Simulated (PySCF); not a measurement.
Correlation energy of Se (selenium, neutral)

[Ar] 3d10 4s2 4p4, high-spin 3P determinant. All numbers are calculated (PySCF 2.14, scalar relativity by spin-free X2C-1e, in x2c-TZVPPall with one added diffuse shell each of s, p, d type (7s6p5d1f, 57 functions)). Frozen: [Ne]; 24 electrons correlated.

| level | correlation energy (mhartree) |
| --- | --- |
| CCSD | -298.07 |
| (T) | -8.44 |
| CCSD(T) | -306.51 |

Diagnostics: T1 = 0.0057, D1 = 0.0274, largest double amplitude 0.035.

Cost of the coupled-cluster step: roughly 10 core-seconds, for 24 correlated electrons.

This basis was not built for core-valence correlation, so the inner-shell part is incomplete.
